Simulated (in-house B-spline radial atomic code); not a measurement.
RPA and G0W0 for Sb VI (Sb5+), [Kr] 4d10, as one setting changes: the highest l of the empty states. Start: r2SCAN. A dash marks a level of low quasi-particle weight. Computed with an all-electron radial atomic-structure program (B-spline basis): all electrons, scalar-relativistic (spin-free one-electron X2C), finite nucleus, each spin shell either full or empty, empty states to the listed l with an (l + 1/2)⁻⁴ tail; G0W0 by contour deformation at full frequency.

```csv
highest l of the empty states,RPA summed (Eh),RPA extrapolated (Eh),G0W0 level (eV)
4,-3.0465,-3.6148,4d -99.66
5,?,?,?
6,-3.4333,-3.6526,4d -99.99
7,?,?,?
8,-3.539,-3.6275,4d -100.00
9,-3.5611,-3.6205,4d -99.99
10,-3.5748,-3.6166,4d -99.99
11,-3.5839,-3.6142,4d -99.98
```

Problem. What belongs in the row for 5?

Solution. RPA summed (Eh): -3.3056; RPA extrapolated (Eh): -3.6666; G0W0 level (eV): 4d -99.99.

Problem. What belongs in the row for 7?

Solution. RPA summed (Eh): -3.5017; RPA extrapolated (Eh): -3.6416; G0W0 level (eV): 4d -100.03.
